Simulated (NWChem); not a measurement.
Molecule: CdH$_{2}$SO; SMILES [OH][Cd][SH]

```xyz
5

Cd    -0.0065    -0.2927    -0.0013
O     -0.0169    -2.2589    -0.0743
H      0.0212    -2.6460     0.8079
S     -0.0542     2.0384    -0.0073
H      1.2930     2.1526    -0.0339
```
Atoms are numbered in this order, from 1.

Computed with NWChem. All runs use the structure optimised with PBE0/def2-SVP. def2 effective core potentials on Cd; no spin-orbit coupling. Vertical excitations in the gas phase; the lowest state need not have the same character in each row.

Question: Among these, which level gives the lowest value of “lowest excitation, singlet (eV)”?
(A) B3LYP/def2-SVPD, TDA
(B) PBE/def2-SVPD, TDA
(C) PBE0/def2-SVPD, TDA

Answer: B, PBE/def2-SVPD, TDA. Values: PBE/def2-SVPD, TDA 4.01; B3LYP/def2-SVPD, TDA 4.30; PBE0/def2-SVPD, TDA 4.55
